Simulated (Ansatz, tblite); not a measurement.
Forces on CuO2 at its r2SCAN-D4/def2-TZVP geometry. Total charge 0; doublet.

The xTB rows come from tblite. At PBE-D4/def2-TZVP the charge 0 doublet is spin-contaminated (final ⟨S²⟩ up to 1.47, 0.75 for a pure state). Another isomer (doublet) lies 0.83 eV lower at PBE0-D4/def2-TZVP; other spin states weren't run for this one.

GFN1-xTB (tblite), largest force 4.13 eV/Å:

```xyz
3
positions Å, forces eV/Å
Cu    0.002    0.004   -0.001   -0.073   -0.173    0.050
O     0.662    1.501   -0.450   -1.529   -3.468    1.041
O    -0.663   -1.506    0.451    1.602    3.641   -1.091
```

GFN2-xTB (tblite), largest force 3.15 eV/Å:

```
Cu -0.061 -0.149 0.042
O -1.163 -2.636 0.791
O 1.224 2.784 -0.834
```

PBE-D4/def2-TZVP (Ansatz), largest force 0.41 eV/Å:

```
Cu -0.161 -0.366 0.110
O 0.078 0.178 -0.053
O 0.083 0.189 -0.056
```
